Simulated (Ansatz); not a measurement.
Cost and result up the ladder for Sn(OtBu)2 (C8H18O2Sn) (29 atoms). Total charge 0; singlet. Geometry: r2SCAN-D4/def2-SVP.

```xyz
29

Sn    0.616   -2.063   -0.577
O     0.978   -0.789   -2.066
C     0.814    0.616   -2.259
C    -0.665    0.983   -2.111
C     1.661    1.375   -1.232
C     1.302    0.905   -3.680
H    -0.830    2.055   -2.308
H    -1.269    0.403   -2.827
H    -1.004    0.756   -1.088
H     1.308    1.144   -0.215
H     1.597    2.463   -1.391
H     2.718    1.075   -1.323
H     0.709    0.328   -4.406
H     2.356    0.606   -3.785
H     1.212    1.976   -3.922
O    -0.097   -0.668    0.714
C    -0.660   -0.822    2.009
C     0.027   -1.957    2.779
C    -0.450    0.508    2.737
C    -2.157   -1.116    1.857
H    -0.361   -2.039    3.807
H    -0.138   -2.929    2.284
H     1.113   -1.775    2.836
H     0.626    0.725    2.821
H    -0.885    0.488    3.749
H    -0.919    1.324    2.167
H    -2.306   -2.068    1.321
H    -2.639   -0.316    1.274
H    -2.659   -1.189    2.835
```

Ansatz on 2 threads of AMD EPYC 7R13 on a shared host and a share (18 GiB) of an NVIDIA H100 80GB HBM3. Times are rough, and most runs start from the orbitals of an earlier one. r2SCAN0-D4/def2-TZVP serves as the yardstick here, not as an exact answer. Differences are given only for rows in sets of like size (and for xTB, whose basis is part of the method), since another set adds its own error. Binding counts from free atoms at the same level (Sn triplet, O triplet, C triplet, H doublet; other spins of the atoms weren't run), without zero-point energy or a counterpoise term.

In the def2 sets Sn takes a core potential, while STO-3G treats all electrons; there is no spin–orbit coupling. Correlated methods freeze 14 core orbitals; core or outer-core shells of Sn are correlated, in sets that lack core-valence functions. The rows differ in basis, and correlated rows in double-zeta sets carry the largest basis error. Single mean-field runs in def2-TZVP are fitted with def2-universal-jkfit.

Correlated methods converge slowly with the basis, most of all in double-zeta sets.

```
                            level  functions  binding energy per atom (eV)  difference from r2SCAN0-D4/def2-TZVP (eV)
                    MP2/def2-TZVP        468                          4.03                                      -0.03
                     HF/def2-TZVP        468                          3.02                                      -1.05
                        HF/STO-3G         95                          3.72                                          –
                  PBE-D4/def2-SVP        256                          4.24                                          –
                 PBE0-D4/def2-SVP        256                          4.17                                          –
             r2SCAN0-D4/def2-TZVP        468                          4.07                                       0.00
   PBE-D4/def2-TZVP (with forces)        468                          4.20                                       0.13
                 B97M-V/def2-TZVP        468                          4.12                                       0.05
r2SCAN-D4/def2-TZVP (with forces)        468                          4.12                                       0.06
                 CCSD(T)/def2-SVP        256                          3.95                                          –
                PBE0-D4/def2-TZVP        468                          4.13                                       0.06
```

Problem. Estimate how long each takes.

Solution. HF/STO-3G 1.2 s; HF/def2-TZVP 1.4 s; PBE0-D4/def2-SVP 1.7 s; PBE-D4/def2-SVP 1.8 s; PBE0-D4/def2-TZVP 2.1 s; r2SCAN0-D4/def2-TZVP 2.7 s; PBE-D4/def2-TZVP (with forces) 2.8 s; MP2/def2-TZVP 3.2 s; r2SCAN-D4/def2-TZVP (with forces) 3.7 s; B97M-V/def2-TZVP 4.1 s; CCSD(T)/def2-SVP 8.5 s. On shared hardware such times vary by a factor of up to 3.
